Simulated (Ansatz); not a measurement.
BH$_{7}$SSi$_{2}$, relaxed with RKS PBE-D4/def2-SVP in Ansatz from a rough embedded geometry. The force threshold is 0.03 eV/Å; the program also tests the step.

The species carries charge 0 and has multiplicity 1. The bonds changed during the relaxation, so this is another structure than the one it started from.

Start:

```xyz
11

B     0.736    0.124    1.609
Si   -0.149   -0.583    0.099
Si   -0.837    1.094   -1.159
S     1.108   -1.785   -1.026
H     0.905    1.274    1.788
H     1.265   -0.610    2.448
H    -1.325   -1.361    0.555
H     0.260    1.928   -1.588
H    -1.759    2.007   -0.391
H    -1.577    0.603   -2.348
H     1.374   -2.692    0.014
```

(1) By how much does the energy fall, and how many steps does the optimiser take? (Best estimate.)

(2) Which bonds change most? (Estimate.)

(3) Give the relaxed structure. (Best estimate.)

Results:

(1) Computed: 1.09 eV, in 16 steps, 1 of them rejected.

(2) Ansatz gave: B1–S4 from 3.275 to 2.030 Å; Si2–S4 from 2.072 to 2.324 Å; Si2–Si3 from 2.207 to 2.348 Å; B1–Si2 from 1.887 to 1.984 Å.

(3) The calculation gave: 
```xyz
11

B     1.112   -0.246    1.519
Si   -0.552   -0.300    0.439
Si   -1.088    1.208   -1.279
S     1.487   -1.182   -0.243
H     1.706    0.814    1.474
H     1.229   -0.995    2.468
H    -1.469   -1.499    0.438
H     0.123    2.061   -1.546
H    -2.223    2.097   -0.843
H    -1.492    0.501   -2.545
H     1.168   -2.459    0.118
```
